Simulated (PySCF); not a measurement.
Compound: cis-Sn(NH3)2Cl4.
SMILES: `[NH3]->[Sn](<-[NH3])([Cl])([Cl])([Cl])[Cl]`

The calculation used PySCF, PBE0-D3(BJ)/def2-SVP geometry optimisation, gas phase, def2 core potentials past Kr.

Masses are those of the commonest isotopes; rigid-rotor values at the optimised geometry. 

Task: Give the principal moments of inertia and the rotational constants in MHz.

Result: Ia = 609.21, Ib = 666.84, Ic = 730.61 u·Å²; 505379 MHz·u·Å²/I gives A = 829.6, B = 757.9, C = 691.7 MHz.

Task: Classify the top.

Result: An asymmetric top; Ray's κ = -0.040.

Task: What does the inertial defect say?

Result: Not planar: Δ = Ic − Ia − Ib = -545.45 u·Å². For a rigid frame Δ = −2 Σ m c², so Σ m c² = 272.72 u·Å² lies off the ab plane: 23.88 from hydrogen and 248.84 from heavier atoms. The atom farthest from that plane is 2.36 Å away.

Task: Where do the levels up to J = 5 lie, in cm⁻¹?

Result: Above 0(0,0):
J = 1: 1(0,1) 0.0484, 1(1,1) 0.0507, 1(1,0) 0.0530
J = 2: 2(0,2) 0.1441, 2(1,2) 0.1452, 2(1,1) 0.1519, 2(2,1) 0.1590, 2(2,0) 0.1600
J = 3: 3(0,3) 0.2861, 3(1,3) 0.2865, 3(1,2) 0.2994, 3(2,2) 0.3041, 3(2,1) 0.3081, 3(3,1) 0.3221, 3(3,0) 0.3224
J = 4: 4(0,4) 0.4740, 4(1,4) 0.4741, 4(1,3) 0.4943, 4(2,3) 0.4967, 4(2,2) 0.5062, 4(3,2) 0.5169, 4(3,1) 0.5187, 4(4,1) 0.5402, 4(4,0) 0.5403
J = 5: 5(0,5) 0.7080, 5(1,5) 0.7080, 5(1,4) 0.7354, 5(2,4) 0.7363, 5(2,3) 0.7530, 5(3,3) 0.7600, 5(3,2) 0.7656, 5(4,2) 0.7841, 5(4,1) 0.7848, 5(5,1) 0.8137, 5(5,0) 0.8137
The levels of one J sum to (2J + 1)J(J + 1)(A + B + C)/3.

Task: Predict some low-J microwave lines.

Result: The dipole components are |μa| = 0.05 D, |μb| = 0.01 D, |μc| = 8.60 D. The squared components, which scale the intensities, stand as 0.00 : 0.00 : 1.00 (a : b : c). Some lines, for components of 0.1 D or more:

```json
{"type": "c", "branch": "Q", "J(Ka,Kc)": "4(3,2) ← 4(2,2)", "MHz": "321", "lower level (cm⁻¹)": "0.506"}
{"type": "c", "branch": "Q", "J(Ka,Kc)": "3(3,1) ← 3(2,1)", "MHz": "418", "lower level (cm⁻¹)": "0.308"}
{"type": "c", "branch": "Q", "J(Ka,Kc)": "4(4,1) ← 4(3,1)", "MHz": "646", "lower level (cm⁻¹)": "0.519"}
{"type": "c", "branch": "R", "J(Ka,Kc)": "1(1,0) ← 0(0,0)", "MHz": "1587", "lower level (cm⁻¹)": "0.000"}
{"type": "c", "branch": "R", "J(Ka,Kc)": "2(1,1) ← 1(0,1)", "MHz": "3103", "lower level (cm⁻¹)": "0.048"}
{"type": "c", "branch": "R", "J(Ka,Kc)": "2(2,0) ← 1(1,0)", "MHz": "3210", "lower level (cm⁻¹)": "0.053"}
{"type": "c", "branch": "R", "J(Ka,Kc)": "2(2,1) ← 1(1,1)", "MHz": "3247", "lower level (cm⁻¹)": "0.051"}
{"type": "c", "branch": "R", "J(Ka,Kc)": "3(1,2) ← 2(0,2)", "MHz": "4657", "lower level (cm⁻¹)": "0.144"}
{"type": "c", "branch": "R", "J(Ka,Kc)": "3(2,1) ← 2(1,1)", "MHz": "4685", "lower level (cm⁻¹)": "0.152"}
{"type": "c", "branch": "R", "J(Ka,Kc)": "3(2,2) ← 2(1,2)", "MHz": "4762", "lower level (cm⁻¹)": "0.145"}
{"type": "c", "branch": "R", "J(Ka,Kc)": "3(3,0) ← 2(2,0)", "MHz": "4868", "lower level (cm⁻¹)": "0.160"}
{"type": "c", "branch": "R", "J(Ka,Kc)": "3(3,1) ← 2(2,1)", "MHz": "4888", "lower level (cm⁻¹)": "0.159"}
{"type": "c", "branch": "R", "J(Ka,Kc)": "4(2,2) ← 3(1,2)", "MHz": "6198", "lower level (cm⁻¹)": "0.299"}
{"type": "c", "branch": "R", "J(Ka,Kc)": "4(1,3) ← 3(0,3)", "MHz": "6244", "lower level (cm⁻¹)": "0.286"}
{"type": "c", "branch": "R", "J(Ka,Kc)": "4(2,3) ← 3(1,3)", "MHz": "6303", "lower level (cm⁻¹)": "0.286"}
{"type": "c", "branch": "R", "J(Ka,Kc)": "4(3,1) ← 3(2,1)", "MHz": "6312", "lower level (cm⁻¹)": "0.308"}
{"type": "c", "branch": "R", "J(Ka,Kc)": "4(3,2) ← 3(2,2)", "MHz": "6378", "lower level (cm⁻¹)": "0.304"}
{"type": "c", "branch": "R", "J(Ka,Kc)": "4(4,0) ← 3(3,0)", "MHz": "6533", "lower level (cm⁻¹)": "0.322"}
{"type": "c", "branch": "R", "J(Ka,Kc)": "4(4,1) ← 3(3,1)", "MHz": "6540", "lower level (cm⁻¹)": "0.322"}
```

Atoms past krypton carry def2 core potentials. PBE0-D3(BJ)/def2-SVP frequencies: not computed here. Zero-point vibration and centrifugal distortion are left out. A rigid rotor knows nothing of internal rotation, which can split or shift real lines. Quadrupole hyperfine structure (14N, 35Cl) is left out.

Hardware: one thread of an Intel Xeon at 2.50 GHz, no GPU, shared host with 64 logical CPUs at a one-minute load of 62. Cost: 8.5 min wall, 7.2 min CPU, 0.69 GiB resident at most. This is the geometry optimisation.
